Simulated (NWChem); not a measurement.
**Total energies of BrSi**

```
Si
Br 1 2.2394
```
Charge 0, spin multiplicity 2.

All runs are NWChem calculations. The geometry was optimised at UPBE0/def2-SVP, a minimum by its harmonic frequencies.

Basis set: STO-3G (27 functions).

| method | total energy (Ha) |
|---|---|
| UHF | -2830.23801 |
| UMP2 | -2830.26032 |
| UB2PLYP | -2831.61888 |
| UPBE | -2831.47328 |
| UB3LYP | -2832.06374 |
| UCAM-B3LYP | -2832.12536 |

Total energies of different functionals aren't comparable as a measure of quality: only differences taken within one method are. 

The Hamiltonian is non-relativistic. The correlated methods keep 14 core orbitals frozen. B3LYP has NWChem's definition, with VWN1-RPA local correlation. This spin state was chosen for the runs; another may lie lower. The structure started from a generated list of species. The unpaired electrons of the parent sit in orbitals of symmetry b1 (C2v labels of the run); other states weren't searched. The stability of the SCF solutions was not checked. Open-shell Hartree-Fock references start from PBE0 orbitals.
